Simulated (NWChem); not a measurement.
InF, singlet; SMILES [F][In]

```xyz
2

In     0.0000     0.0000    -0.2986
F      0.0000     0.0000     1.6951
```
Atoms are numbered in this order, from 1.

Program: NWChem. Low-valent species are run as closed-shell singlets; no triplet was tried in these runs. Geometry: optimised at PBE0-D3(BJ)/def2-TZVP. def2 effective core potentials on In; no spin-orbit coupling. Static field.

Taking PBE/def2-TZVPD as the yardstick, which of these has the fewest basis functions while keeping “isotropic polarisability (bohr³)” within 2 % of it: PBE/def2-TZVP; PBE/def2-SVP; PBE/def2-SVPD?

none of them.
```json
[
 {"level": "PBE/def2-SVP", "basis functions": "40", "isotropic polarisability (bohr³)": "35.6", "relative time (rough)": "1"},
 {"level": "PBE/def2-SVPD", "basis functions": "55", "isotropic polarisability (bohr³)": "40.6", "relative time (rough)": "2"},
 {"level": "PBE/def2-TZVP", "basis functions": "81", "isotropic polarisability (bohr³)": "38.7", "relative time (rough)": "5"},
 {"level": "PBE/def2-TZVPD", "basis functions": "96", "isotropic polarisability (bohr³)": "41.7", "relative time (rough)": "4"}
]
```

The yardstick is one finite set, not the basis-set limit.
